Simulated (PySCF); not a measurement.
Br$_{3}$In, charge -1, doublet, at a GFN2-xTB geometry (such geometries of metal compounds can be far from the true shape) (a state made from the parent by changing its charge; the spin is typed, not shown lowest) (all electrons, no relativity), with bond 4-1 at 1.6 times its length; B3LYP/3-21G in PySCF.

The PySCF input:
```python
from pyscf import gto, scf, dft

mol = gto.M(
    atom='''
In   -0.242139    0.266328    0.544299
Br   -1.919181   -1.622699   -0.424872
Br    0.107088    2.147793   -1.368373
Br    3.587024   -1.596520    1.323382
''',
    basis='3-21g',
    charge=-1,
    spin=1,
    verbose=4,
)

mf = dft.UKS(mol)
mf.xc = 'b3lyp'
mf.conv_tol = 1e-6
mf.kernel()
```

Output, abridged:

```
PySCF version 2.14.0

[INPUT] verbose = 4
[INPUT] num. atoms = 4
[INPUT] num. electrons = 155
[INPUT] charge = -1
[INPUT] spin (= nelec alpha-beta = 2S) = 1
[INPUT] symmetry False subgroup None
[INPUT] Mole.unit = angstrom
[INPUT] Symbol           X                Y                Z      unit          X                Y                Z       unit  Magmom
[INPUT]  1 In    -0.242139000000   0.266328000000   0.544299000000 AA   -0.457576394076   0.503286979303   1.028576039875 Bohr   0.0
[INPUT]  2 Br    -1.919181000000  -1.622699000000  -0.424872000000 AA   -3.626726473469  -3.066456692606  -0.802891717996 Bohr   0.0
[INPUT]  3 Br     0.107088000000   2.147793000000  -1.368373000000 AA    0.202366991227   4.058740542258  -2.585850206249 Bohr   0.0
[INPUT]  4 Br     3.587024000000  -1.596520000000   1.323382000000 AA    6.778492962242  -3.016985552391   2.500829538179 Bohr   0.0

nuclear repulsion = 1252.81664211457
number of shells = 43
number of NR pGTOs = 243
number of NR cGTOs = 97
basis = 3-21g
ecp = {}

******** <class 'pyscf.dft.uks.UKS'> ********
method = UKS
initial guess = minao
damping factor = 0
level_shift factor = 0
DIIS = <class 'pyscf.scf.diis.CDIIS'>
diis_start_cycle = 1
diis_space = 8
diis_damp = 0
SCF conv_tol = 1e-06
SCF conv_tol_grad = None
SCF max_cycles = 50
direct_scf = True
direct_scf_tol = 1e-13
number electrons alpha = 78  beta = 77
XC library pyscf.dft.libxc version 7.1.2
    S. Lehtola, C. Steigemann, M. J. T. Oliveira, and M. A. L. Marques,  SoftwareX 7, 1–5 (2018)
XC functionals = b3lyp
    P. J. Stephens, F. J. Devlin, C. F. Chabalowski, and M. J. Frisch,  J. Phys. Chem. 98, 11623 (1994)
radial grids:
    Treutler-Ahlrichs [JCP 102, 346 (1995); DOI:10.1063/1.469408] (M4) radial grids

becke partition: Becke, JCP 88, 2547 (1988); DOI:10.1063/1.454033
pruning grids: <function nwchem_prune>
grids dens level: 3
symmetrized grids: False
atomic radii adjust function: <function treutler_atomic_radii_adjust>
small_rho_cutoff = 0
Set gradient conv threshold to 0.001
tot grids = 83152
init E= -13382.9286168497

cycle= 1 E= -13402.6585829372  delta_E= -19.7  |g|= 0.417  |ddm|= 1.29
cycle= 2 E= -13399.321797008  delta_E= 3.34  |g|= 1.62  |ddm|= 3.18
cycle= 3 E= -13402.7133506318  delta_E= -3.39  |g|= 0.322  |ddm|= 2.99
cycle= 4 E= -13402.6429387923  delta_E= 0.0704  |g|= 0.355  |ddm|= 1.47
cycle= 5 E= -13402.7437198765  delta_E= -0.101  |g|= 0.184  |ddm|= 0.377
cycle= 6 E= -13402.7811732045  delta_E= -0.0375  |g|= 0.137  |ddm|= 1.32
cycle= 7 E= -13402.7886032544  delta_E= -0.00743  |g|= 0.119  |ddm|= 0.0911
cycle= 8 E= -13402.7884879419  delta_E= 0.000115  |g|= 0.12  |ddm|= 0.00137
cycle= 9 E= -13402.7830065242  delta_E= 0.00548  |g|= 0.129  |ddm|= 0.0734

cycle= 10 E= -13402.8105847021  delta_E= -0.0276  |g|= 0.0571  |ddm|= 0.528
cycle= 11 E= -13402.816417284  delta_E= -0.00583  |g|= 0.0134  |ddm|= 0.352
cycle= 12 E= -13402.8167880754  delta_E= -0.000371  |g|= 0.0276  |ddm|= 0.19
cycle= 13 E= -13402.8175992976  delta_E= -0.000811  |g|= 0.0256  |ddm|= 0.0631
cycle= 14 E= -13402.8178430366  delta_E= -0.000244  |g|= 0.0288  |ddm|= 0.055
cycle= 15 E= -13402.8179446039  delta_E= -0.000102  |g|= 0.0309  |ddm|= 0.0371
cycle= 16 E= -13402.8181639257  delta_E= -0.000219  |g|= 0.0286  |ddm|= 0.0113
cycle= 17 E= -13402.8183450646  delta_E= -0.000181  |g|= 0.0234  |ddm|= 0.0347
cycle= 18 E= -13402.8188389702  delta_E= -0.000494  |g|= 0.0185  |ddm|= 0.0269
cycle= 19 E= -13402.8203561711  delta_E= -0.00152  |g|= 0.0166  |ddm|= 0.243
cycle= 20 E= -13402.8212639593  delta_E= -0.000908  |g|= 0.0125  |ddm|= 0.168
cycle= 21 E= -13402.8217840691  delta_E= -0.00052  |g|= 0.00288  |ddm|= 0.0901
cycle= 22 E= -13402.8220269292  delta_E= -0.000243  |g|= 0.00376  |ddm|= 0.136
cycle= 23 E= -13402.8220928556  delta_E= -6.59e-05  |g|= 0.00269  |ddm|= 0.0646
cycle= 24 E= -13402.8221105035  delta_E= -1.76e-05  |g|= 0.00122  |ddm|= 0.0206
cycle= 25 E= -13402.8221152543  delta_E= -4.75e-06  |g|= 0.000323  |ddm|= 0.0156
cycle= 26 E= -13402.8221151126  delta_E= 1.42e-07  |g|= 0.00048  |ddm|= 0.00574
Extra cycle  E= -13402.8221107098  delta_E= 4.4e-06  |g|= 0.00185  |ddm|= 0.00797
converged SCF energy = -13402.8221107098  <S^2> = 0.75587407  2S+1 = 2.0058655
```
